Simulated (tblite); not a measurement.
A geometry optimisation, step by step.

Species: CH8GePSi (doublet state).
Atom-mapped SMILES: `[SiH3:1][CH:2][GeH2:3][PH2:4]` (hydrogens: H5, H6, H7 on Si1; H8 on C2; H9, H10 on Ge3; H11, H12 on P4)

Computed with GFN2-xTB (tblite), gas phase: L-BFGS steps from a force-field or distance-geometry start until the largest atomic force falls under 0.01 eV/Å. 6 of its 84 geometries are shown.

Step 0: E = -334.3191 eV, largest atomic force 1.742 eV/Å
```
atom  x, y, z in Å  |  force x, y, z in eV/Å
Si1     1.419    1.199    0.469   -0.204   0.714   0.603
C2      0.847   -0.435    1.152    1.236  -0.696  -1.012
Ge3    -0.512   -1.209    0.018   -0.644  -0.281   0.177
P4     -2.403    0.098    0.063   -0.279   0.058  -0.940
H5      1.909    1.011   -0.893    0.098  -0.003  -0.224
H6      0.276    2.143    0.454    0.228  -0.155  -0.034
H7      2.486    1.749    1.308    0.001  -0.039  -0.045
H8      1.724   -1.126    1.210   -0.745   0.421   0.524
H9     -0.865   -2.632    0.522    0.142   0.279  -0.286
H10     0.002   -1.294   -1.435    0.021  -0.180   0.267
H11    -3.042   -0.621   -1.026    0.487   0.562   0.634
H12    -1.840    1.116   -0.781   -0.341  -0.680   0.337
```

Step 17: E = -334.7557 eV, largest atomic force 0.252 eV/Å
```
atom  x, y, z in Å  |  force x, y, z in eV/Å
Si1     1.520    1.243    0.436    0.034   0.141  -0.096
C2      0.988   -0.492    0.831    0.117  -0.040   0.092
Ge3    -0.545   -1.264   -0.028    0.020  -0.080   0.111
P4     -2.429    0.068    0.075   -0.092   0.071  -0.144
H5      2.021    1.325   -0.953   -0.007  -0.039   0.123
H6      0.347    2.129    0.509   -0.031   0.004   0.006
H7      2.529    1.746    1.370    0.015  -0.118  -0.009
H8      1.540   -1.068    1.568   -0.184   0.118  -0.126
H9     -0.853   -2.651    0.498    0.031   0.030   0.042
H10    -0.197   -1.483   -1.474    0.040  -0.035  -0.213
H11    -3.041   -0.581   -1.000    0.069   0.016   0.129
H12    -1.879    1.027   -0.772   -0.011  -0.068   0.086
```

Step 33: E = -334.7818 eV, largest atomic force 0.049 eV/Å
```
atom  x, y, z in Å  |  force x, y, z in eV/Å
Si1     1.537    1.274    0.420    0.003   0.004   0.008
C2      0.968   -0.459    0.769   -0.004  -0.007  -0.007
Ge3    -0.533   -1.285   -0.085    0.003  -0.023   0.010
P4     -2.421    0.045    0.096    0.006  -0.020  -0.026
H5      2.060    1.376   -0.949    0.006  -0.008   0.004
H6      0.392    2.191    0.530   -0.007   0.028  -0.006
H7      2.557    1.639    1.399    0.047   0.015   0.002
H8      1.395   -0.978    1.614   -0.003   0.009   0.008
H9     -0.787   -2.646    0.522   -0.018  -0.030   0.010
H10    -0.236   -1.563   -1.545    0.005   0.030  -0.011
H11    -3.053   -0.599   -0.960   -0.022   0.002  -0.001
H12    -1.878    1.004   -0.749   -0.015   0.001   0.009
```

Step 50: E = -334.7889 eV, largest atomic force 0.121 eV/Å
```
atom  x, y, z in Å  |  force x, y, z in eV/Å
Si1     1.585    1.279    0.418   -0.024   0.026   0.008
C2      0.904   -0.407    0.805    0.097  -0.047   0.055
Ge3    -0.544   -1.278   -0.099    0.040  -0.024  -0.029
P4     -2.494   -0.041    0.097    0.028  -0.028   0.024
H5      2.082    1.325   -0.963   -0.019  -0.006  -0.011
H6      0.512    2.280    0.554    0.019   0.001  -0.019
H7      2.670    1.596    1.350   -0.028  -0.032  -0.015
H8      1.285   -0.897    1.691   -0.057   0.007  -0.019
H9     -0.755   -2.671    0.457    0.015   0.030  -0.005
H10    -0.197   -1.481   -1.567   -0.028   0.028   0.061
H11    -3.088   -0.670   -0.989    0.007   0.023  -0.027
H12    -1.958    0.965   -0.694   -0.052   0.023  -0.023
```

Step 66: E = -334.8072 eV, largest atomic force 0.059 eV/Å
```
atom  x, y, z in Å  |  force x, y, z in eV/Å
Si1     1.715    1.250    0.401    0.028  -0.048  -0.019
C2      0.788   -0.277    0.913   -0.002   0.002  -0.008
Ge3    -0.515   -1.192   -0.145    0.004   0.005   0.018
P4     -2.650   -0.308    0.109   -0.002  -0.010  -0.001
H5      2.058    1.150   -1.021   -0.006   0.009  -0.013
H6      0.895    2.454    0.593   -0.031   0.029   0.011
H7      2.928    1.357    1.213    0.011   0.004   0.018
H8      0.879   -0.600    1.942   -0.014   0.015  -0.019
H9     -0.586   -2.646    0.267   -0.010  -0.021  -0.002
H10    -0.112   -1.191   -1.603    0.011   0.009   0.011
H11    -3.089   -0.876   -1.080   -0.008  -0.003  -0.001
H12    -2.312    0.879   -0.526    0.020   0.009   0.006
```

Step 83: E = -334.8082 eV, largest atomic force 0.010 eV/Å
```
atom  x, y, z in Å  |  force x, y, z in eV/Å
Si1     1.729    1.245    0.393   -0.007  -0.001  -0.002
C2      0.768   -0.258    0.913    0.003  -0.004  -0.002
Ge3    -0.512   -1.196   -0.151   -0.002   0.001  -0.003
P4     -2.655   -0.338    0.115    0.000   0.001  -0.003
H5      2.055    1.151   -1.033   -0.005  -0.002   0.000
H6      0.933    2.465    0.605    0.000   0.002   0.001
H7      2.948    1.321    1.202    0.004   0.003  -0.001
H8      0.812   -0.539    1.956    0.001   0.001   0.008
H9     -0.569   -2.655    0.249    0.002   0.000   0.001
H10    -0.096   -1.175   -1.605   -0.001  -0.003   0.000
H11    -3.093   -0.885   -1.085   -0.002  -0.003  -0.006
H12    -2.320    0.863   -0.495    0.005   0.005   0.007
```

Task: Summarise the path.

Result: The energy falls by 0.4891 eV from step 0 to step 83; nine tenths of that is first reached at step 18. It never rises by more than 0.2 meV. The largest force goes from 1.742 to 0.010 eV/Å. Among the bonds P4–H11 changes most, from 1.453 to 1.389 Å; the atoms move by 0.571 Å rms after alignment.

What follows is the cost of the whole relaxation. Hardware: an Arm Neoverse N1 with one thread (shared host). Cost: 0.75 s.
